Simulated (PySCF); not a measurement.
## Nuclear quadrupole coupling in `CC(C)N(C)N[SiH3]`

Compound: C4H14N2Si.
Geometry (GFN2-xTB, Å), atoms numbered from 1 in this order:
```xyz
21
C4H14N2Si angstrom
C     -1.0705   -1.4986   -0.8669
C     -1.1833   -0.1312   -0.1980
C     -1.6666   -0.2812    1.2503
N      0.0962    0.5624   -0.3475
C      0.0554    1.9781   -0.0554
N      1.1379   -0.0847    0.3440
Si     2.6333   -0.3427   -0.4660
H     -0.3634   -2.1205   -0.3250
H     -2.0386   -1.9925   -0.8828
H     -0.7137   -1.3803   -1.8858
H     -1.9109    0.4730   -0.7523
H     -1.7705    0.6887    1.7324
H     -2.6357   -0.7727    1.2633
H     -0.9675   -0.8889    1.8207
H     -0.1113    2.2004    1.0109
H     -0.7359    2.4428   -0.6407
H      1.0114    2.4121   -0.3476
H      1.1156    0.0714    1.3496
H      3.4351   -1.0605    0.5263
H      2.3288   -1.1368   -1.6524
H      3.3453    0.8786   -0.8774
```

Field gradients from the PBE0/pcSseg-1 density (PySCF, non-relativistic), principal values in atomic units, ordered |Vxx| ≤ |Vyy| ≤ |Vzz|:

```json
{"atom": "N4", "Vxx": "0.4654", "Vyy": "1.0389", "Vzz": "-1.5043"}
{"atom": "N6", "Vxx": "0.2456", "Vyy": "1.0153", "Vzz": "-1.2609"}
```

Task: Find the asymmetry η = (Vxx − Vyy)/Vzz and the couplings χ = eQV/h (234.96 MHz × Q in barn × V in au), with Q(14N) = 0.02044 b.

Result: 
```tsv
atom	environment	nucleus	η	χzz (MHz)	χxx (MHz)	χyy (MHz)
N4	hydrazine nitrogen	14N	0.38	-7.22	2.24	4.99
N6	hydrazine nitrogen	14N	0.61	-6.06	1.18	4.88
```

The tensor is traceless: Vxx + Vyy + Vzz = 0.

Task: What is Vzz at N6 in SI units (1 au = 9.71736 × 10²¹ V/m²)?

Result: -1.2609 au = -12.253 × 10²¹ V/m².

Task: And the gradient at the other heavy atoms, for which no coupling is worked out here?

Result: 
```tsv
atom	environment	Vzz (au)	η
C1	methyl carbon	0.064	0.49
C2	sp3 carbon bound to nitrogen	0.204	0.33
C3	methyl carbon	0.025	0.36
C5	N-methyl carbon	0.204	0.22
Si7	SiH3 silicon	0.315	0.25
```

Were the hydrogens deuterons (Q(2H) = 0.00286 b), χzz would run from 104 kHz (H21) to 263 kHz (H18).

Isolated species at its GFN2-xTB geometry (one conformer only). GFN2-xTB bond lengths can be off by several hundredths of an ångström, more for odd bonds, and the gradients follow them. The basis is small and wasn't made for field gradients, so the couplings can be 20 % off.

These values come from a run that also computed NMR shieldings. The run took about 1.9 min of CPU time (with the writing of density and orbital grids) (one thread, shared machine).
